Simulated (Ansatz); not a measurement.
The first iterations of a band of BFH3N + FH (8 atoms, charge 0, multiplicity 1).

Method: RKS PBE0/cc-pVDZ in Ansatz.

```
movable images  : 9
climbing image  : yes
spring          : 5.0 eV/Å²
optimiser       : quadratic models (default)
start path      : through a guess of the saddle point
force threshold : 0.03 eV/Å
iteration limit : 52
end points      : relaxed
```

Image 0:

```xyz
8
Properties=species:S:1:pos:R:3
B -0.107 -0.148 -0.157
H -0.086 -0.347 1.041
F 1.053 0.105 -0.788
N -1.295 -0.234 -0.866
H -2.184 -0.398 -0.418
H -1.347 -0.082 -1.865
F -0.138 2.200 1.489
H -0.015 1.288 1.601
```

Image 10:

```xyz
8
Properties=species:S:1:pos:R:3
B -0.103 0.414 -0.803
H -0.060 0.512 3.315
F 1.029 0.003 -1.391
N -1.343 -0.082 -1.190
H -1.444 -0.772 -1.920
H -2.202 0.215 -0.752
F 0.006 1.326 0.176
H -0.002 0.768 2.601
```

| iteration | highest image above the first end (eV) | largest band force component (eV/Å) |
| --- | --- | --- |
| 1 | 3.223 | 19.375 |
| 2 | 1.663 | 3.407 |
| 3 | 1.391 | 2.179 |
| 4 | 1.369 | 3.120 |
| 5 | 1.268 | 1.320 |
| 6 | 1.211 | 0.736 |
| 7 | 0.979 | 1.117 |
| 8 | 0.857 | 0.749 |
| 9 | 1.027 | 0.696 |
| 10 | 1.111 | 0.855 |
| 11 | 1.123 | 1.520 |
| 12 | 1.039 | 1.120 |
| 13 | 0.945 | 0.602 |
| 14 | 0.864 | 1.253 |
| 15 | 0.863 | 0.885 |
| 16 | 0.852 | 0.639 |
| 17 | 0.942 | 1.851 |

Problem. Does the band converge within its limit, and where does its top end?

Solution. The run ended unconverged. It ended after 52 iterations with the highest image 1.022 eV above the first end. The band didn't meet its force threshold, so its energies are provisional: the largest band force was still 0.19 eV/Å, and over the last iterations the top stayed at 1.02 eV. Inner images lie below an end point, which means an intermediate or an end that isn't the lowest structure nearby. The orbitals stay closed-shell, which can raise the energy where a bond breaks towards radicals; this wasn't checked here.

Time of the run: 30 min on 1 thread of Arm Neoverse N1, with other jobs on the host, peak memory 0.16 GiB.
